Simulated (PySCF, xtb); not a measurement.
ClI, SMILES ClI.

GFN2-xTB (xtb) at its own geometry gives an orbital gap of 3.05 eV and a dipole moment of 2.71 D.

The structure is a stationary point at B3LYP-D3(BJ)/def2-TZVP. The def2 effective core potentials stand for the cores of I; spin–orbit coupling is left out.

Problem. What does PBE/def2-TZVPD in PySCF give? (Estimate from the structure and the level; the computed values follow.)

Solution. gap 2.13 eV (levels -6.68 and -4.55 eV), dipole 1.12 D.
